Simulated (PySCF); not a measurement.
An unknown gives this computed stick spectrum. Method used: PySCF, TDDFT wB97X-D/def2-SVPD, vertical, gas phase, core orbitals frozen in the response. Geometries: GFN2-xTB, one conformer each.

```
state  ν̃ (cm⁻¹)       f   main configurations (H = HOMO, L = LUMO)
   S1      62010   0.024        H→L (44%), H→L+1 (32%), H→L+2 (12%)
   S2      63900   0.018                      H→L+2 (72%), H→L (9%)
   S3      65430   0.022      H→L (34%), H→L+1 (31%), H-1→L+1 (12%)
   S4      68130   0.028     H-1→L (61%), H→L+1 (13%), H-1→L+1 (8%)
   S5      69250  0.0065                              H-1→L+2 (76%)
   S6      70000   0.048  H-1→L+1 (37%), H-2→L+1 (13%), H→L+3 (11%)
   S7      71230   0.021    H-2→L (31%), H→L+3 (28%), H-2→L+1 (18%)
   S8      71620   0.034     H→L+3 (45%), H-1→L+1 (13%), H→L+4 (8%)
```

Triplets computed (Tamm–Dancoff): 7.35, 7.58, 7.89 eV.

Question: Which candidate is it? All have the formula C3H7ClOSi.
A. `Cl[Si@H]1CCCO1`
B. `O(/C(=C/C)Cl)[SiH3]`
C. `C=C(Cl)O[SiH2]C`
D. `C/C=C(/Cl)O[SiH3]`
E. `C=CCO[SiH2]Cl`

Answer: A. Its S1, at 7.69 eV, is the highest among the candidates; the nearest of the others has S1 at 7.22 eV. S1 is HOMO→LUMO (44%), HOMO→LUMO+1 (32%), HOMO→LUMO+2 (12%). Löwdin shares by element: HOMO oxygen 35%, chlorine 11%, carbon 11% or more, silicon 11% (atoms not listed hold the other 33%); LUMO carbon 31%, silicon 20% (atoms not listed hold the other 49%). At the same level the other candidates give, for their lowest levels:
- `C=C(Cl)O[SiH2]C`: 6.20 eV (f 0.001); 6.69 eV (f 0.424); 6.79 eV (f 0.007); 7.61 eV (f 0.002); 7.94 eV (f 0.031); T1 4.29 eV; HOMO -8.75, LUMO 1.88 eV
- `C/C=C(/Cl)O[SiH3]`: 5.89 eV (f 0.000); 6.29 eV (f 0.001); 6.71 eV (f 0.481); 7.18 eV (f 0.003); 7.57 eV (f 0.003); T1 4.25 eV; HOMO -8.42, LUMO 1.75 eV
- `C=CCO[SiH2]Cl`: 7.22 eV (f 0.103); 7.56 eV (f 0.272); 7.73 eV (f 0.008); 7.86 eV (f 0.040); 8.03 eV (f 0.018); T1 4.63 eV; HOMO -9.74, LUMO 1.59 eV
- `C/C=C(\Cl)O[SiH3]`: 5.96 eV (f 0.001); 6.29 eV (f 0.000); 6.70 eV (f 0.479); 7.23 eV (f 0.000); 7.57 eV (f 0.026); T1 4.24 eV; HOMO -8.42, LUMO 1.85 eV
